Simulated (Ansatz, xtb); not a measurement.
ClH5O2Si2: which of two isomers lies lower

Structure X is `O[SiH2]O[SiH2]Cl`, a singlet and structure Y is `O[Si@H](Cl)O[SiH3]`, a singlet. Both are isolated molecules in the gas phase, relaxed with r2SCAN-D4/def2-SVP; each stands in its lowest conformer found.

Quicker runs give these differences E(Y) − E(X): GFN2-xTB +3.93 kcal/mol; HF/STO-3G −2.95 kcal/mol (at GFN2-xTB geometries); r2SCAN-D4/def2-SVP//GFN2-xTB −2.24 kcal/mol.

Question: Estimate which is lower in electronic energy at CCSD(T)/def2-SVP + ΔMP2/def2-TZVPP, and by roughly how much.

Answer: Not settled: CCSD(T)/def2-SVP + ΔMP2/def2-TZVPP gives E(Y) − E(X) = −1.08 kcal/mol, but this leans on the basis-set step: CCSD(T) alone gives −0.88 kcal/mol.

How the difference moves with the method:

```tsv
level	geometry	E(Y) − E(X) (kcal/mol)	departure from the last row (kcal/mol)	job, with rough time for the two
GFN2-xTB	GFN2-xTB	+3.93	+5.00	optimisation, 0.32 s
HF/STO-3G	GFN2-xTB	−2.95	−1.87	single point, 0.34 s
r2SCAN-D4/def2-SVP//GFN2-xTB	GFN2-xTB	−2.24	−1.17	single point, 4.2 s
r2SCAN-D4/def2-SVP	r2SCAN-D4/def2-SVP	−1.18	−0.11	optimisation, 2.1 min
HF/def2-SVP	r2SCAN-D4/def2-SVP	−1.40	−0.33	part of the CCSD(T) run
MP2/def2-SVP	r2SCAN-D4/def2-SVP	−0.92	+0.16	part of the CCSD(T) run
CCSD(T)/def2-SVP	r2SCAN-D4/def2-SVP	−0.88	+0.19	single point
CCSD(T)/def2-SVP + ΔMP2/def2-TZVPP	r2SCAN-D4/def2-SVP	−1.08		single point, 22 s
```

As drawn, both hold the same kinds of bond in the same numbers.

GFN2-xTB puts the two in the other order. The largest departure from CCSD(T)/def2-SVP + ΔMP2/def2-TZVPP is that of GFN2-xTB, 5.00 kcal/mol. The last row adds to CCSD(T) the change of the MP2 difference between the two basis sets, here −0.19 kcal/mol.

With harmonic frequencies from r2SCAN-D4/def2-SVP (ideal gas, rigid rotor, one conformer each, 298.15 K, 1 atm): on the last row, ΔE + ΔZPE = −1.70 kcal/mol. A mode under 50 cm⁻¹ makes harmonic enthalpies and free energies unreliable, so none is given.

The correlated steps freeze 17 core orbitals. Codes used: Ansatz 0.2.0, xtb 6.7.1; the last row on 2 threads of Arm Neoverse V2 on a shared host.
